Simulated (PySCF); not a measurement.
**Bond length, frequency and bond energy of HgCl⁺ by level of theory**

State: ¹Σ⁺ (singlet), closed shell. Set-up: basis Hg cc-pVDZ-PP with ECP60, Cl cc-pV(D+d)Z; scalar-relativistic core potentials; PySCF 2.14. De refers to Hg⁺ + Cl in their high-spin ground configurations, without counterpoise correction. A positive dipole points towards Cl; it is taken about the centre of mass and depends on that origin.

```json
{"Level": "RHF", "Re (Å)": "2.271", "ωe (cm⁻¹)": "385", "De (eV)": "0.388", "μ (D)": "-4.31", "CPU s a point (SCF and correlation, without the integrals)": "0.16"}
{"Level": "RHF-MP2", "Re (Å)": "2.229", "ωe (cm⁻¹)": "382", "De (eV)": "1.60", "μ (D)": "n/a", "CPU s a point (SCF and correlation, without the integrals)": "0.29"}
{"Level": "RHF-SCS-MP2", "Re (Å)": "2.246", "ωe (cm⁻¹)": "370", "De (eV)": "1.50", "μ (D)": "n/a", "CPU s a point (SCF and correlation, without the integrals)": "n/a"}
{"Level": "RHF-CCSD", "Re (Å)": "2.261", "ωe (cm⁻¹)": "360", "De (eV)": "1.46", "μ (D)": "n/a", "CPU s a point (SCF and correlation, without the integrals)": "n/a"}
{"Level": "RHF-CCSD(T)", "Re (Å)": "2.268", "ωe (cm⁻¹)": "347", "De (eV)": "1.62", "μ (D)": "n/a", "CPU s a point (SCF and correlation, without the integrals)": "12"}
{"Level": "PBE", "Re (Å)": "2.263", "ωe (cm⁻¹)": "350", "De (eV)": "2.21", "μ (D)": "-1.87", "CPU s a point (SCF and correlation, without the integrals)": "1.1"}
{"Level": "BP86", "Re (Å)": "2.266", "ωe (cm⁻¹)": "349", "De (eV)": "2.18", "μ (D)": "-1.84", "CPU s a point (SCF and correlation, without the integrals)": "0.8"}
{"Level": "r²SCAN", "Re (Å)": "2.246", "ωe (cm⁻¹)": "368", "De (eV)": "2.06", "μ (D)": "-2.32", "CPU s a point (SCF and correlation, without the integrals)": "1.6"}
{"Level": "PBE0", "Re (Å)": "2.245", "ωe (cm⁻¹)": "372", "De (eV)": "1.88", "μ (D)": "-2.54", "CPU s a point (SCF and correlation, without the integrals)": "2.1"}
{"Level": "B97-3", "Re (Å)": "2.264", "ωe (cm⁻¹)": "362", "De (eV)": "1.86", "μ (D)": "-2.63", "CPU s a point (SCF and correlation, without the integrals)": "0.93"}
{"Level": "ωB97X", "Re (Å)": "2.238", "ωe (cm⁻¹)": "389", "De (eV)": "1.89", "μ (D)": "-3.08", "CPU s a point (SCF and correlation, without the integrals)": "1.6"}
{"Level": "B2PLYP", "Re (Å)": "2.260", "ωe (cm⁻¹)": "361", "De (eV)": "1.76", "μ (D)": "-3.04", "CPU s a point (SCF and correlation, without the integrals)": "1.2"}
```

Q: Which functional lies closest to RHF-CCSD(T) in De, which farthest, and by how much do they differ from it?

A: Closest is B2PLYP (-0.8 pm in Re, +4.0 % in ωe, +0.14 eV in De against RHF-CCSD(T) in the same basis), farthest PBE (-0.5 pm in Re, +0.9 % in ωe, +0.59 eV in De). CCSD(T) converges more slowly with the basis than the functionals do and binds too weakly in this one, so the order can change at the basis-set limit.

Q: What does the step from GGA to meta-GGA do here, going from PBE to r²SCAN?

A: r²SCAN less PBE: -1.7 pm in Re, +5.1 % in ωe, -0.15 eV in De. 

Q: What does the triples do here, going from RHF-CCSD to RHF-CCSD(T)?

A: RHF-CCSD(T) less RHF-CCSD: +0.7 pm in Re, -3.6 % in ωe, +0.16 eV in De. Correlation nearly always deepens the well. The bond lengthens, as in strong covalent bonds, where excitations into antibonding orbitals dominate.

Correlated steps freeze 5 core orbitals. Correlated levels converge slowly with the basis: in double zeta they bind strong bonds too weakly, by up to about 1 eV, and carry superposition errors of some tenths. Spin–orbit coupling is left out, which matters for elements this heavy, above all for dissociation energies. For an ion De counts to the pair picked by the measured ionisation energies or electron affinities, which need not be the lowest pair at this level. Where the molecule has an RHF reference, its open-shell atoms are computed with UHF. B2PLYP dipoles, levels and charges come from its SCF part alone. The CCSD T1 diagnostic is raised, a sign that a single reference may not be enough here.

The whole job (state search and all levels along the bond) took about 4.8 min on 1 thread of Arm Neoverse N1 (shared host), peak memory 0.88 GiB.
